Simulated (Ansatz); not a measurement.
Total energies of `C[C@@H]1CCCC[C@H]1C`.

Z-matrix (Å, degrees):
```
C
C 1 1.524
H 1 1.092 2 112.3
H 1 1.093 2 110.9 3 -120.2
H 1 1.093 2 110.8 3 120.2
C 2 1.531 1 111.7 3 63.0
C 2 1.538 1 111.8 3 -62.4
H 2 1.097 1 107.0 3 -179.6
C 6 1.523 2 112.8 1 -72.0
H 6 1.095 2 109.4 1 51.1
H 6 1.096 2 109.3 1 166.9
C 7 1.531 2 111.2 1 73.6
C 7 1.524 2 111.8 1 -160.7
H 7 1.097 2 107.2 1 -43.7
C 9 1.522 6 111.0 2 -55.2
H 9 1.096 6 109.9 2 65.9
H 9 1.094 6 109.9 2 -177.6
H 12 1.096 7 109.3 2 -67.4
H 12 1.095 7 109.4 2 176.8
H 13 1.093 7 110.8 2 57.7
H 13 1.093 7 110.9 2 177.4
H 13 1.092 7 112.3 2 -62.4
H 15 1.096 9 109.3 6 -66.4
H 15 1.094 9 110.4 6 177.2
```

Total charge 0; spin multiplicity 1. Geometry: relaxed with PBE0-D4/def2-TZVP. It is a higher conformer; a search finds a lower one. Basis def2-TZVPP, Ansatz.

RPA on PBE orbitals: Hartree–Fock energy of these orbitals -312.30870 Eh, correlation -2.33651 Eh (frozen core).

```json
{"functional": "LDA (SPW92)", "energy without D4 (Eh)": "-311.63312", "D4 term (kJ/mol)": "–"}
{"functional": "PBE", "energy without D4 (Eh)": "-314.15921", "D4 term (kJ/mol)": "-61.4"}
{"functional": "BLYP", "energy without D4 (Eh)": "-314.40678", "D4 term (kJ/mol)": "-133.8"}
{"functional": "B3LYP", "energy without D4 (Eh)": "-314.62420", "D4 term (kJ/mol)": "-96.4"}
{"functional": "r2SCANh", "energy without D4 (Eh)": "-314.40702", "D4 term (kJ/mol)": "-17.7"}
{"functional": "r2SCAN0", "energy without D4 (Eh)": "-314.39641", "D4 term (kJ/mol)": "-19.3"}
{"functional": "HSE06 (plane-wave form)", "energy without D4 (Eh)": "-314.20513", "D4 term (kJ/mol)": "-48.2"}
{"functional": "ωB97X-V", "energy without D4 (Eh)": "-314.53865", "D4 term (kJ/mol)": "–"}
{"functional": "ωB97M-V", "energy without D4 (Eh)": "-314.43846", "D4 term (kJ/mol)": "–"}
{"functional": "B2PLYP", "energy without D4 (Eh)": "-314.30599", "D4 term (kJ/mol)": "–"}
```

Give the same for revPBE, r2SCAN, B97M-V, PBE0, BHLYP, CAM-B3LYP, LC-ωPBE, PBE-QIDH. (Best estimate.)

Ansatz gave: 
```tsv
functional	energy without D4 (Eh)	D4 term (kJ/mol)
revPBE	-314.50165	-199.2
r2SCAN	-314.41510	-17.0
B97M-V	-314.63230	–
PBE0	-314.22553	-52.1
BHLYP	-314.40850	-67.0
CAM-B3LYP	-314.42518	-52.2
LC-ωPBE	-314.42845	–
PBE-QIDH	-314.19179	–
```

B3LYP takes the VWN-RPA correlation (the form of Gaussian; ORCA's B3LYP/G). HSE06 is the plane-wave form, built on full-range PBE exchange. The double hybrids freeze the cores in their second-order part.

LC-ωPBE has ω = 0.4 bohr⁻¹.
